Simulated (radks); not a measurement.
Co III, 25 electrons, occupied as [Ne] 3s2 3p5.75 3d7 4p0.25 (fractional occupations, a model configuration). Calculated with a radial shooting solver on a logarithmic mesh with Libxc functionals: Dirac Kohn-Sham, BLYP, spin-unpolarised, spherical densities, finite nucleus; open shells are shared between the two j in proportion to 2j + 1; Fermi nuclear charge, rms radius 3.7875 fm.

Radial electron density D(r) = 4 pi r^2 rho(r):

```
   r/bohr * D(r) (the largest magnitude, 36.6, reaches the edge; | marks zero)
 0.007729 |          *
  0.01031 |               *
  0.01364 |                       *
  0.01819 |                                *
  0.02407 |                                        *
  0.03211 |                                               *
  0.04248 |                                                *
  0.05666 |                                            *
  0.07557 |                                      *
  0.09999 |                                       *
   0.1334 |                                                *
   0.1764 |                                                      *
   0.2353 |                                              *
   0.3139 |                             *
   0.4153 |                     *
   0.5539 |                         *
   0.7329 |                          *
   0.9775 |                 *
    1.304 |       *
    1.725 |  *
    2.301 |*
    3.044 *
     4.06 *
    5.372 *
    7.165 *
```

D(r) has 3 maxima, at r = 0.0392, 0.179, 0.655 bohr, and minima at 0.0852, 0.419 bohr, inside which lie 2.11, 10.74 electrons.
